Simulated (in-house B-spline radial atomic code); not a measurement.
# Binding energies in neutral boron

NIST's tabulated ground configuration is [He] 2s2 2p1; each binding energy is the energy of the ion with one electron taken from that subshell, relaxed, less that of the parent. Computed with a radial B-spline atomic code at the basis-set limit: Dirac-Hartree-Fock, average of configuration, Fermi nucleus of rms radius 2.406 fm. Energies include first-order Breit, QED and recoil terms.

```csv
subshell,X-ray name,binding energy (eV),-ε (eV),relaxation (eV)
1s,K,200.8,209.5,8.6
2s,L1,12.58,13.47,0.88
2p,"L2,3",7.93,8.43,0.50
```

Relaxation = -ε minus the binding energy without Breit, QED and recoil terms.

Question: What does it cost to remove both a 2s and a 2p electron?

Answer: 31.378 eV, which is 10.87 eV more than the two single binding energies together.

Question: What does it cost to remove two 1s electrons?

Answer: 469.49 eV, which is 67.87 eV more than the two single binding energies together.

Question: What does it cost to remove both a 1s and a 2p electron?

Answer: 225.57 eV, which is 16.83 eV more than the two single binding energies together.
